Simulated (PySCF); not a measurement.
## As₂⁺: energy against distance

Set-up: PySCF, scalar-relativistic core potentials, basis sets As cc-pVTZ-PP with ECP10. Energies in eV from As⁺ + As in their ground configurations at the same level. All curves are PBE0. state 1: ²Πu (doublet), unpaired electrons π ↑; state 2: ²Σg⁺ (doublet), unpaired electrons σ ↑, a second solution, started from another occupation; state 3: ⁴Πg (quartet), unpaired electrons π ↑↑↑, a second solution, started from another occupation; state 4: Ms = 0.5 determinant of mixed spin (⟨S²⟩ near 1.8), unpaired electrons π ↑↑↓, a mixture of terms (⟨Lz²⟩ = 3.0), a second solution, started from another occupation.

| R (Å) | state 1 | state 2 | state 3 | state 4 |
| --- | --- | --- | --- | --- |
| 1.881 | -2.469 | -2.725 | 0.953 | 1.383 |
| 1.968 | -3.356 | -3.268 | -0.479 | -0.058 |
| 2.056 | -3.843 | -3.473 | -1.464 | -1.051 |
| 2.121 | -4.016 | -3.471 | -1.980 | -1.573 |
| 2.187 | -4.064 | -3.373 | -2.347 | -1.945 |
| 2.253 | -4.016 | -3.204 | -2.595 | -2.197 |
| 2.340 | -3.842 | -2.906 | -2.781 | -2.388 |
| 2.449 | -3.504 | -2.462 | -2.841 | -2.454 |
| 2.581 | -2.996 | -1.886 | -2.744 | -2.361 |
| 2.756 | -2.249 | -1.124 | -2.446 | -2.067 |

**Question.** Put a parabola through the three lowest points of the state 1 curve and estimate Re, k and ωe (reduced mass 37.46 u; 1 eV/Å² = 0.16022 mdyn/Å; ωe = 1302.8·√(k/μ) cm⁻¹).

**Answer.** Through R = 2.121, 2.187, 2.253 Å the second-order coefficient is 11.0 eV/Å², so Re ≈ 2.187 Å, k ≈ 3.53 mdyn/Å and ωe ≈ 400 cm⁻¹. A polynomial fit of higher order to the unrounded PBE0 energies gives Re = 2.184 Å, k = 3.59 mdyn/Å, ωe = 403 cm⁻¹; anharmonicity and rounding make the difference.

The higher-order fit for each curve: state 1: Re = 2.184 Å, ωe = 403 cm⁻¹, De = 4.06 eV; state 2: Re = 2.086 Å, ωe = 435 cm⁻¹, minimum 3.49 eV below the ground-state fragments; state 3: Re = 2.438 Å, ωe = 288 cm⁻¹, minimum 2.84 eV below the ground-state fragments; state 4: Re = 2.441 Å, ωe = 287 cm⁻¹, minimum 2.45 eV below the ground-state fragments.

Spin–orbit coupling is left out. The state was picked by a PBE0 search and need not be the measured ground state.
